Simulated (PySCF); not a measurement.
# A small calculation by hand: dipole moment from atomic charges

CH4OSZn, SMILES C[O][Zn][SH]. Atoms are numbered in the order given.

```xyz
8

Zn     0.0659     0.0557     0.0839
O      1.2711    -0.7631    -0.9145
C      1.0399    -1.4470    -2.1116
H      0.6160    -0.8057    -2.9130
H      1.9999    -1.8410    -2.4955
H      0.3608    -2.3185    -1.9991
S     -1.2427     1.1283     1.4190
H     -1.4786     0.0285     2.1724
```

The structure is a stationary point at r2SCAN-D4/def2-SVP. One conformer was computed; it need not be the lowest.

Charges (e) from PySCF with PBE/def2-TZVP:

```json
[
 {"atom": "Zn1", "ESP fit": "0.631", "IAO": "1.287"},
 {"atom": "O2", "ESP fit": "-0.469", "IAO": "-0.883"},
 {"atom": "C3", "ESP fit": "-0.087", "IAO": "-0.202"},
 {"atom": "H4", "ESP fit": "0.063", "IAO": "0.117"},
 {"atom": "H5", "ESP fit": "0.088", "IAO": "0.139"},
 {"atom": "H6", "ESP fit": "0.039", "IAO": "0.116"},
 {"atom": "S7", "ESP fit": "-0.402", "IAO": "-0.680"},
 {"atom": "H8", "ESP fit": "0.137", "IAO": "0.106"}
]
```

The dipole moment of the full density is 1.18 D.

Question: What dipole moment does each set of point charges give, and which comes closer to that of the density?

Answer: 
μ = Σ q r, and 1 e Å = 4.8032 D.
ESP fit: Σ q r = (-0.119, -0.234, -0.088) e Å, |μ| = 1.33 D.
IAO: Σ q r = (-0.167, -0.346, -0.312) e Å, |μ| = 2.38 D.
ESP fit comes closer in size. Point charges leave out the atoms' own dipoles (lone pairs, polarised bonds); fits to the potential absorb them, partitions of the density don't.
